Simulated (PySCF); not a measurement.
PySCF input for Sn(F)(Me) (CH3FSn), SMILES [CH3][Sn][F] (connectivity only; charge and spin as stated), neutral, multiplicity 1, TDA-CAM-B3LYP/def2-SVPD. Geometry optimised at PBE-D3(BJ)/def2-TZVP. The def2 effective core potentials stand for the cores of Sn; spin–orbit coupling is left out.

```python
import numpy as np
from pyscf import gto, scf, dft, tdscf

mol = gto.M(
    atom='''
    Sn    0.36434184    0.14955000    0.00000000
    F    -1.36659163    1.11021674   -0.00000000
    C    -0.59414611   -1.83117000    0.00000000
    H     0.12968858   -2.65789688   -0.00000000
    H    -1.24128958   -1.91226684   -0.88731122
    H    -1.24128958   -1.91226684    0.88731122
    ''',
    basis='def2-SVPD',
    ecp={'Sn': 'def2-svp'},
    charge=0,
    spin=0,
    symmetry=True,
    max_memory=1600,
    verbose=4,
)
mf = dft.RKS(mol, xc='cam-b3lyp').density_fit(auxbasis='def2-universal-jkfit')
mf.grids.level = 3
mf.conv_tol = 1e-9
mf.max_cycle = 100
mf.kernel()
mf.grids = dft.Grids(mol).set(level=1).build(with_non0tab=True)  # coarser grid for the response kernel
td = tdscf.TDA(mf)
td.singlet = True
td.nstates = 10
td.conv_tol = 1e-4
td.kernel(x0=td.get_init_guess(mf, 15))
td.analyze()
tt = tdscf.TDA(mf)
tt.singlet = False
tt.nstates = 4
tt.conv_tol = 1e-4
tt.kernel(x0=tt.get_init_guess(mf, 9))
tt.analyze(verbose=3)
```

Program output:

```
PySCF version 2.14.0

[INPUT] verbose = 4
[INPUT] num. atoms = 6
[INPUT] num. electrons = 40
[INPUT] charge = 0
[INPUT] spin (= nelec alpha-beta = 2S) = 0
[INPUT] symmetry True subgroup None
[INPUT] Mole.unit = angstrom
[INPUT] Symbol           X                Y                Z      unit          X                Y                Z       unit  Magmom
[INPUT]  1 Sn     0.364341840000   0.149550000000   0.000000000000 AA    0.688506293320   0.282608541929   0.000000000000 Bohr   0.0
[INPUT]  2 F     -1.366591630000   1.110216740000   0.000000000000 AA   -2.582483904823   2.098005577507   0.000000000000 Bohr   0.0
[INPUT]  3 C     -0.594146110000  -1.831170000000   0.000000000000 AA   -1.122773425876  -3.460409787520   0.000000000000 Bohr   0.0
[INPUT]  4 H      0.129688580000  -2.657896880000   0.000000000000 AA    0.245075897684  -5.022697170536   0.000000000000 Bohr   0.0
[INPUT]  5 H     -1.241289580000  -1.912266840000  -0.887311220000 AA   -2.345697347476  -3.613660604687  -1.676775193054 Bohr   0.0
[INPUT]  6 H     -1.241289580000  -1.912266840000   0.887311220000 AA   -2.345697347476  -3.613660604687   1.676775193054 Bohr   0.0

nuclear repulsion = 120.376699519486
point group symmetry = Cs
symmetry origin: [2.50110810e-09 2.77900906e-09 0.00000000e+00]
symmetry axis x: [ 1.00000000e+00 -5.31692049e-09  6.60139070e-19]
symmetry axis y: [-5.31692049e-09 -1.00000000e+00 -2.39257466e-18]
symmetry axis z: [ 4.39812454e-19 -2.39257466e-18  1.00000000e+00]
num. orbitals of irrep A' = 66
num. orbitals of irrep A" = 33
number of shells = 41
number of NR pGTOs = 160
number of NR cGTOs = 99
basis = def2-SVPD
ecp = {'Sn': 'def2-svp'}


[settings echo left out]
init E= -330.606962037055
HOMO (A') = -0.784291556334428  LUMO (A") = -0.698447128580676  gap/eV = 2.33595
cycle= 1 E= -352.786077273734  delta_E= -22.2  |g|= 2.28  |ddm|= 9.12
HOMO (A') = -0.0789496272194867  LUMO (A') = -0.0241901554210457  gap/eV = 1.49008
cycle= 2 E= -353.224691945689  delta_E= -0.439  |g|= 1.84  |ddm|= 8.55
HOMO (A') = -0.261960088189756  LUMO (A") = -0.0632238170873913  gap/eV = 5.40789
cycle= 3 E= -353.903614378806  delta_E= -0.679  |g|= 0.259  |ddm|=  3.6
HOMO (A') = -0.302314717891139  LUMO (A") = -0.0710670063904506  gap/eV = 6.29257
cycle= 4 E= -353.907095312789  delta_E= -0.00348  |g|= 0.256  |ddm|= 0.462
HOMO (A') = -0.297551794147491  LUMO (A") = -0.0651868078071187  gap/eV = 6.32297
cycle= 5 E= -353.918766101333  delta_E= -0.0117  |g|= 0.0374  |ddm|= 0.201
HOMO (A') = -0.293606606951368  LUMO (A") = -0.0633914618267073  gap/eV = 6.26447
cycle= 6 E= -353.919056259553  delta_E= -0.00029  |g|= 0.0112  |ddm|= 0.051
HOMO (A') = -0.294632825888485  LUMO (A") = -0.0631042360593623  gap/eV = 6.30021
cycle= 7 E= -353.919103923897  delta_E= -4.77e-05  |g|= 0.00155  |ddm|= 0.0276
HOMO (A') = -0.294654315522717  LUMO (A") = -0.0632638214065429  gap/eV = 6.29646
cycle= 8 E= -353.919105453928  delta_E= -1.53e-06  |g|= 0.000265  |ddm|= 0.00684
HOMO (A') = -0.294619056752431  LUMO (A") = -0.0632428258405486  gap/eV = 6.29607
cycle= 9 E= -353.919105520823  delta_E= -6.69e-08  |g|= 6.02e-05  |ddm|= 0.00128
HOMO (A') = -0.294614558668155  LUMO (A") = -0.0632337779604093  gap/eV = 6.29619
cycle= 10 E= -353.919105523172  delta_E= -2.35e-09  |g|= 1.12e-05  |ddm|= 0.000192
HOMO (A') = -0.294615523943165  LUMO (A") = -0.0632338201537053  gap/eV = 6.29622
cycle= 11 E= -353.919105523256  delta_E= -8.36e-11  |g|= 3.14e-06  |ddm|= 3.17e-05
HOMO (A') = -0.294615809457124  LUMO (A") = -0.0632340655968289  gap/eV = 6.29622
Extra cycle  E= -353.91910552326  delta_E= -4.43e-12  |g|= 1.28e-06  |ddm|= 8.24e-06
converged SCF energy = -353.91910552326
tot grids = 25928


******** <class 'pyscf.tdscf.rks.TDA'> for <class 'pyscf.df.df_jk.DFSymAdaptedRKS'> ********
nstates = 10 singlet
deg_eia_thresh = 1.000e-03
wfnsym = None
conv_tol = 0.0001
eigh lindep = 1e-12
eigh level_shift = 0
eigh max_cycle = 100


Excitation energies (eV)
[2.94418493 5.2265644  6.17484195 6.3860125  6.52334701 6.775926
 6.92332277 7.8282408  7.8797479  7.98334427]

** Singlet excitation energies and oscillator strengths **
Excited State   1:   A"      2.94418 eV    421.12 nm  f=0.0338
      20 -> 21       -0.69874
Excited State   2:   A'      5.22656 eV    237.22 nm  f=0.0908
      20 -> 22       -0.68288
Excited State   3:   A"      6.17484 eV    200.79 nm  f=0.0598
      19 -> 21        0.68655
Excited State   4:   A'      6.38601 eV    194.15 nm  f=0.0414
      20 -> 23       -0.69083
Excited State   5:   A"      6.52335 eV    190.06 nm  f=0.0050
      17 -> 21       -0.69131
Excited State   6:   A'      6.77593 eV    182.98 nm  f=0.5832
      18 -> 21       -0.19190
      20 -> 24       -0.65715
Excited State   7:   A'      6.92332 eV    179.08 nm  f=0.0686
      18 -> 21        0.64199
      19 -> 22        0.16732
      20 -> 24       -0.17607
Excited State   8:   A"      7.82824 eV    158.38 nm  f=0.0054
      15 -> 21       -0.69745
Excited State   9:   A'      7.87975 eV    157.35 nm  f=0.0653
      16 -> 21       -0.62854
      20 -> 25        0.27014
Excited State  10:   A'      7.98334 eV    155.30 nm  f=0.0168
      16 -> 21        0.24717
      17 -> 22        0.12743
      20 -> 25        0.60438
      20 -> 28       -0.18708

** Transition electric dipole moments (AU) **
state          X           Y           Z        Dip. S.      Osc.
  1         0.0000     -0.0000     -0.6848      0.4690      0.0338
  2         0.5055     -0.6737     -0.0000      0.7094      0.0908
  3        -0.0000      0.0000     -0.6289      0.3955      0.0598
  4         0.2026      0.4728     -0.0000      0.2646      0.0414
  5        -0.0000      0.0000     -0.1777      0.0316      0.0050
  6         1.1786      1.4574     -0.0000      3.5130      0.5832
  7         0.1915      0.6064     -0.0000      0.4044      0.0686
  8        -0.0000     -0.0000     -0.1679      0.0282      0.0054
  9        -0.2959     -0.5008      0.0000      0.3384      0.0653
 10         0.1741      0.2357      0.0000      0.0859      0.0168

WARN: ECP detected. Skipping calculation of transition velocity and magnetic dipole moments, which have not yet been implemented.



******** <class 'pyscf.tdscf.rks.TDA'> for <class 'pyscf.df.df_jk.DFSymAdaptedRKS'> ********
nstates = 4 triplet
deg_eia_thresh = 1.000e-03
wfnsym = None
conv_tol = 0.0001
eigh lindep = 1e-12
eigh level_shift = 0
eigh max_cycle = 100


Excitation energies (eV)
[1.99618485 4.33517258 5.40351315 5.5328732 ]

** Triplet excitation energies and oscillator strengths **
Excited State   1:   A"      1.99618 eV    621.11 nm  f=0.0000
Excited State   2:   A'      4.33517 eV    286.00 nm  f=0.0000
Excited State   3:   A"      5.40351 eV    229.45 nm  f=0.0000
Excited State   4:   A'      5.53287 eV    224.09 nm  f=0.0000
```

The run converged.
